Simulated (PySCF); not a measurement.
**Structure and vertical S1–T1 gap**

Computed, not measured: PySCF, TDA CAM-B3LYP/def2-SVPD excited states, vertical, gas phase. Geometry: PBE0-D3(BJ)/def2-SVP.

Each molecule in one low-energy conformer. The parent is C1=CCCCCCCC=1.

Question: How does the vertical S1–T1 gap change along this series?
- C1=CCCCCCCC=1 (base)
- CC1=C=CCCCCCC1 (H replaced by CH3)
- FC1=C=CCCCCCC1 (H replaced by F)

Answer: 
```tsv
molecule	S1 (eV)	S1 from	f(S1)	T1 (eV)	T1 from	S1 − T1 (eV)	S0–T1 spin-orbit coupling (cm⁻¹)	S1–T1 spin-orbit coupling (cm⁻¹)
C1=CCCCCCCC=1	5.61	HOMO→LUMO	0.001	4.24	HOMO−1→LUMO / HOMO→LUMO	1.37	1.52	3.44
CC1=C=CCCCCCC1	5.54	HOMO→LUMO	0.001	4.18	HOMO→LUMO+1	1.36	1.98	3.18
FC1=C=CCCCCCC1	4.78	HOMO→LUMO	0.001	4.11	HOMO−1→LUMO	0.67	0.98	6.28
```
The vertical S1–T1 gap is lowest for FC1=C=CCCCCCC1 and highest for C1=CCCCCCCC=1.
